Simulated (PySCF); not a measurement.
C2H8Ge, SMILES C[CH2][GeH3]. Atoms are numbered in the order given.

```xyz
11

Ge    -0.0583    -0.7789     0.0000
C      0.6938     1.0464     0.0000
C     -0.3710     2.1463     0.0000
H      1.0675    -1.8363     0.0000
H     -0.9388    -0.9887    -1.2530
H     -0.9388    -0.9887     1.2530
H      1.3486     1.1344     0.8830
H      1.3486     1.1344    -0.8830
H     -1.0217     2.0811    -0.8875
H     -1.0217     2.0811     0.8875
H      0.0843     3.1506     0.0000
```
Charge 0, spin multiplicity 1.

Geometry optimised at B3LYP-D3(BJ)/def2-SVP.

Two levels are set side by side: PBE/pcSseg-1 (PySCF) and B3LYP/pcSseg-1 (PySCF). GIAO shifts against GeH4 (⁷³Ge), TMS (¹H), TMS (¹³C) at the same level; non-relativistic, no solvent, atoms listed together averaged. Differences are taken from unrounded values.

| quantity | B3LYP |
|---|---|
| δ(⁷³Ge) of Ge1 (ppm) | 123.1 |
| δ(¹³C) of C2 (ppm) | 10.3 |
| δ(¹³C) of C3 (ppm) | 16.1 |
| δ(¹H) of H7, H8 (ppm) | 1.20 |

Q: What does PBE give, and how far is it from B3LYP? (The exact figures need the calculation; the answer reports its results.)

A: 
| quantity | PBE | PBE minus B3LYP |
|---|---|---|
| δ(⁷³Ge) of Ge1 (ppm) | 128.1 | 5.0 |
| δ(¹³C) of C2 (ppm) | 10.8 | 0.5 |
| δ(¹³C) of C3 (ppm) | 16.1 | -0.1 |
| δ(¹H) of H7, H8 (ppm) | 1.29 | 0.08 |

Rough cost on one machine, each run with all the roots and properties that it gave: B3LYP against PBE within a factor of 2.
